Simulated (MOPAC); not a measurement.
MOPAC input (PM3):

```
PM3 FORCE THERMO(298,298) PRECISE LET UHF MS=0.5 GEO-OK AUX(PRECISION=9) THREADS=1
CHO

C    -0.09182706 1   -0.02811722 1   -0.75580219 1
O    -0.03324202 1   -0.01056675 1    0.46450217 1
H     0.82757493 1    0.25655213 1    0.82455731 1
```

Output:

```
 *******************************************************************************
 **                                                                           **
 **                              MOPAC v23.2.5                                **
 **                                                                           **
 *******************************************************************************
 ** MOPAC's Digital Object Identifier: https://doi.org/10.5281/zenodo.6511958 **
 **                                                                           **
 ** Please cite the open-source release paper for use of this MOPAC version:  **
 ** J. E. Moussa and J. J. P. Stewart (2026)                                  **
 ** MOPAC: An open-source semiempirical molecular orbital program             **
 ** J. Open Source Softw., 11(119), 8025, https://doi.org/10.21105/joss.08025 **
 *******************************************************************************

                              PM3 CALCULATION RESULTS

 *******************************************************************************
 *  PM3        - The PM3 Hamiltonian to be used
 *  GEO-OK     - OVERRIDE INTERATOMIC DISTANCE AND OTHER SAFETY CHECKS
 *  UHF        - UNRESTRICTED HARTREE-FOCK CALCULATION
 *  MS=        - IN MECI, MAGNETIC COMPONENT OF SPIN =  0.5
 *  LET        - OVERRIDE SOME SAFETY CHECKS
 *  PRECISE    - TIGHTER CRITERIA TO BE USED
 *  FORCE      - FORCE CALCULATION SPECIFIED
 *  AUX        - OUTPUT AUXILIARY INFORMATION
 *  THERMO     - THERMODYNAMIC QUANTITIES TO BE CALCULATED
 *******************************************************************************
PM3 FORCE THERMO(298,298) PRECISE LET UHF MS=0.5 GEO-OK AUX(PRECISION=9) THREADS=1
 CHO

   ATOM   CHEMICAL          X               Y               Z
  NUMBER   SYMBOL      (ANGSTROMS)     (ANGSTROMS)     (ANGSTROMS)

     1       C         -0.09182706  *  -0.02811722  *  -0.75580219  *
     2       O         -0.03324202  *  -0.01056675  *   0.46450217  *
     3       H          0.82757493  *   0.25655213  *   0.82455731  *

          CARTESIAN COORDINATES

    NO.       ATOM           X           Y           Z

     1         C         -0.0918     -0.0281     -0.7558
     2         O         -0.0332     -0.0106      0.4645
     3         H          0.8276      0.2566      0.8246

  H: (PM3): J. J. P. STEWART, J. COMP. CHEM. 10, 209 (1989).
  C: (PM3): J. J. P. STEWART, J. COMP. CHEM. 10, 209 (1989).
  O: (PM3): J. J. P. STEWART, J. COMP. CHEM. 10, 209 (1989).

           Empirical Formula: C H O  =     3 atoms

      MOLECULAR POINT GROUP   :   Cs

          UHF CALCULATION, NO. OF ALPHA ELECTRONS =    6
                           NO. OF BETA  ELECTRONS =    5

          HEAT OF FORMATION =      32.501733 KCALS/MOLE

          CARTESIAN COORDINATE DERIVATIVES

   NUMBER  ATOM         X            Y            Z

     1       C      0.028344    -0.003304     0.000000
     2       O     -0.027043     0.012026     0.000000
     3       H     -0.001301    -0.008722     0.000000

 DIPOLE           X         Y         Z       TOTAL
 POINT-CHG.     0.784     0.667    -0.000     1.029
 HYBRID         1.122     0.591     0.000     1.268
 SUM            1.906     1.258    -0.000     2.284

          GRADIENT NORM =   0.04205

          MOLECULAR WEIGHT =   29.02

          ROTATIONAL CONSTANTS IN CM(-1)

          A =   24.22273762   B =    1.51294293   C =    1.42400041

           PRINCIPAL MOMENTS OF INERTIA IN UNITS OF 10**(-40)*GRAM-CM**2

          A =        1.1556   B =       18.5022   C =       19.6578

          ORIENTATION OF MOLECULE IN FORCE CALCULATION

    NO.       ATOM         X         Y         Z

     1          C      -0.7302   -0.0306    0.0000
     2          O       0.4917   -0.0306    0.0000
     3          H       0.8964    0.8515   -0.0000

    FIRST DERIVATIVES WILL BE USED IN THE CALCULATION OF SECOND DERIVATIVES

    FOR POINT-GROUP Cs   THERE ARE   2 UNIQUE SYMMETRY FUNCTIONS.

(To convert to Hartree/Bohr^2, multiply by (10^(-21) x N x a0^2)/(4.184 x 627.51) =  0.0642)

           FORCE MATRIX IN MILLIDYNES/ANGSTROM

                  C  1       O  2       H  3
 ------------------------------------------
     C    1  11.744829
     O    2  10.428400  12.703260
     H    3   1.909056   6.169364   6.998933

          HEAT OF FORMATION =      32.501733 KCALS/MOLE

          ZERO POINT ENERGY       8.952 KCAL/MOL

           NORMAL COORDINATE ANALYSIS (Total motion = 1 Angstrom)

   Root No.       1         2         3

                 1 A'      2 A'      3 A'

                1089.2    1656.0    3516.9

   x  C    1    0.0055    0.4161   -0.0201
   y  C    1   -0.0572    0.0188   -0.0025
   z  C    1    0.0000   -0.0000    0.0000
   x  O    2   -0.0535   -0.2973   -0.0115
   y  O    2    0.0650   -0.0239   -0.0502
   z  O    2   -0.0000    0.0000    0.0000
   x  H    3    0.7841   -0.2398    0.4214
   y  H    3   -0.3492    0.1546    0.8271
   z  H    3    0.0000   -0.0000   -0.0000

           MASS-WEIGHTED COORDINATE ANALYSIS (NORMAL COORDINATES)

   Root No.       1         2         3

                 1 A'      2 A'      3 A'

                1089.2    1656.0    3516.9

   x  C    1    0.0200    0.7612   -0.0727
   y  C    1   -0.2095    0.0344   -0.0092
   z  C    1    0.0000   -0.0000    0.0000
   x  O    2   -0.2261   -0.6277   -0.0480
   y  O    2    0.2745   -0.0504   -0.2098
   z  O    2   -0.0000    0.0000    0.0000
   x  H    3    0.8318   -0.1271    0.4421
   y  H    3   -0.3705    0.0819    0.8677
   z  H    3    0.0000   -0.0000   -0.0000

          DESCRIPTION OF VIBRATIONS

 VIBRATION          1    1A'         ATOM PAIR     ENERGY CONTRIBUTION    RADIAL
 FREQUENCY          1089.21         O 2 -- H 3         +90.6% ( 95.6%)      1.4%
 TRANSITION DIPOLE   0.3223         C 1 -- O 2          +9.4% ( 30.7%)     20.5%
 TRAVEL (Ang.)       0.2523
 REDUCED MASS        0.9726
 EFFECTIVE MASS      2.8073
 FORCE CONSTANT      0.6798

 VIBRATION          2    2A'         ATOM PAIR     ENERGY CONTRIBUTION    RADIAL
 FREQUENCY          1656.03         C 1 -- O 2         +83.5% ( 98.2%)     99.6%
 TRANSITION DIPOLE   2.0990         O 2 -- H 3         +16.5% ( 43.6%)     40.4%
 TRAVEL (Ang.)       0.0788
 REDUCED MASS        6.5653
 EFFECTIVE MASS     13.1847
 FORCE CONSTANT     10.6082

 VIBRATION          3    3A'         ATOM PAIR     ENERGY CONTRIBUTION    RADIAL
 FREQUENCY          3516.93         O 2 -- H 3         +99.7% ( 99.5%)    100.0%
 TRANSITION DIPOLE   0.8487         C 1 -- O 2          +0.3% (  5.4%)      1.5%
 TRAVEL (Ang.)       0.1427
 REDUCED MASS        0.9411
 EFFECTIVE MASS      1.3381
 FORCE CONSTANT      6.8581

      SYMMETRY NUMBER FOR POINT-GROUP Cs  =  1

          SYSTEM IS A GROUND STATE

 CHO

          MOLECULE IS NOT LINEAR

          THERE ARE  3 GENUINE VIBRATIONS IN THIS SYSTEM
          THIS THERMODYNAMICS CALCULATION IS LIMITED TO
          MOLECULES WHICH HAVE NO INTERNAL ROTATIONS

                    CALCULATED THERMODYNAMIC PROPERTIES
                                          *
   TEMP. (K)   PARTITION FUNCTION   H.O.F.    ENTHALPY  HEAT CAPACITY ENTROPY
                                   KCAL/MOL   CAL/MOLE    CAL/K/MOL  CAL/K/MOL

 298.00  VIB.     0.1006D+01                    17.8793     0.3317     0.0710
         ROT.     0.7314D+03                   888.2803     2.9808    16.0862
         INT.     0.7354D+03                   906.1596     3.3125    16.1573
         TRA.     0.1511D+27                  1480.4672     4.9680    36.0278
         TOT.                       32.502    2386.6268     8.2805    52.1850

   *: NOTE: HEATS OF FORMATION ARE RELATIVE TO THE
            ELEMENTS IN THEIR STANDARD STATE AT 298K
              (=  Standard Enthalpy of Formation).

            Hvib:  Zero-point energy is not included.
                   frequencies of less than zero cm-1 are not included.
            Hrot = (3/2)RT
            Htra = (3/2)RT + pV = (5/2)RT

            Heat capacity is Cp, not Cv

          For more information, see: HTTP://OpenMOPAC.net/Manual/thermochemistry.html

           FORCE CONSTANT IN CARTESIAN COORDINATES (Millidynes/A)

    ATOM   CHEMICAL       X               Y               Z
   NUMBER   SYMBOL  FORCE CONSTANT  FORCE CONSTANT  FORCE CONSTANT

      1       C       11.705343        0.403352        0.000249
      2       O       11.033319        6.045117        0.003845
      3       H        1.948907        5.637619        0.000917

 **********************
 *                    *
 * JOB ENDED NORMALLY *
 *                    *
 **********************

 == MOPAC DONE ==
```
